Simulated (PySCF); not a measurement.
SMILES [NH2][Ge][SH] (CAM-B3LYP/def2-SVP optimised geometry):

```
6

Ge    -0.640    -0.571     0.000
N     -0.806     1.233     0.000
H     -1.722     1.671     0.000
H     -0.053     1.916     0.000
S      1.621    -0.571     0.000
H      1.722    -1.916     0.001
```

Level of theory: CAM-B3LYP/def2-TZVP (PySCF).

### Question
What are the frontier orbital energies and the dipole moment?

### Answer
HOMO-2 -9.86 eV, HOMO-1 -8.47 eV, HOMO -8.17 eV, LUMO -0.45 eV, LUMO+1 1.09 eV; dipole moment 1.63 D.

On the same geometry PySCF with PBE/def2-TZVP gives HOMO-2 -7.08 eV, HOMO-1 -5.97 eV, HOMO -5.88 eV, LUMO -2.19 eV, LUMO+1 -0.66 eV; dipole moment 1.54 D.

Meta-Löwdin charges at CAM-B3LYP/def2-TZVP: Ge1 0.39, N2 -0.65, H3 0.23, H4 0.23, S5 -0.31, H6 0.10.
